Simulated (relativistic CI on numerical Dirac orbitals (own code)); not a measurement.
## Hf⁶⁺: q coefficients and field-shift factors

These numbers are calculated, not measured: Dirac-Coulomb-Breit CI, KLI orbitals optimised for each configuration, derivatives by finite differences, unscaled Slater integrals, QED left out (own radial code, finite nucleus).

Configurations in the expansion (outside the closed core [Kr] 4d10): 4f13.5s2.5p5, 4f12.5s2.5p6, 4f14.5s2.5p4, 4f11.5s2.5p6.5d, 4f13.5s.5p6, 4f14.5s2.5p3.5d, 4f13.5s2.5p4.5f, 4f14.5s.5p5. The list is cut by size and lacks configurations that can hold low levels.

With x = (α/α₀)² − 1 an excitation energy changes as ω = ω₀ + qx; K = 2q/ω₀ is the relative enhancement. Terms are leading LS components, so labels can repeat. The field-shift factor is F = δν/δ⟨r²⟩ for the transition from the lowest level.

Lowest level 4f12.5s2.5p6 3H_6.

```tsv
Level	ω₀ (cm⁻¹)	q (cm⁻¹)	F (GHz/fm²)
4f12.5s2.5p6 3F_4	8142.1	-957.9	0.159
4f12.5s2.5p6 3H_5	12468.0	11650	0.613
4f12.5s2.5p6 3H_4	18855.8	13100	0.799
4f12.5s2.5p6 3F_3	22176.4	11490	0.817
4f12.5s2.5p6 3F_2	23131.0	7014	0.706
4f12.5s2.5p6 1G_4	30991.5	22110	1.34
4f12.5s2.5p6 1D_2	43155.0	8898	1.17
4f12.5s2.5p6 1I_6	51581.6	8807	1.39
4f12.5s2.5p6 3P_0	55612.1	5752	1.32
4f12.5s2.5p6 3P_1	57381.5	10600	1.52
4f12.5s2.5p6 3P_2	59151.0	16710	1.74
4f13.5s2.5p5 3F_4	74407.7	71190	-17.1
4f13.5s2.5p5 1F_3	74843.0	71300	-17.1
4f13.5s2.5p5 3G_5	78515.7	69640	-16.8
4f13.5s2.5p5 3F_3	86115.1	82060	-16.4
4f13.5s2.5p5 1D_2	89037.2	75520	-17.1
4f13.5s2.5p5 3D_2	92454.8	79900	-16.5
4f13.5s2.5p5 3G_4	98450.7	82970	-16.5
4f13.5s2.5p5 3D_1	100172.5	82520	-16.2
4f12.5s2.5p6 1S_0	112016.1	15440	2.29
4f13.5s2.5p5 3D_3	153194.9	160300	-28.4
4f13.5s2.5p5 1G_4	156122.8	160800	-28.4
4f13.5s2.5p5 3G_3	162301.4	172200	-27.7
```

At this charge configurations can still be misplaced by up to about 7 % of their energy. Terms inside the open d or f shell come out 10 to 20 % too wide with unscaled integrals. Levels and lines within the n = 5 or 6 shells can be off by up to 10 % or somewhat more, and those that change n by about 2 %, since core polarisation is missing. Levels that differ in their count of f electrons can be misplaced by several ten thousand cm⁻¹, since the correlation energy of f electrons is missing or only estimated; rates across such gaps can be off by orders of magnitude.

(1) Which transition from the lowest level has the largest |K|?

Results:

(1) 4f13.5s2.5p5 3G_3 at 162301.4 cm⁻¹, K = 2.12.
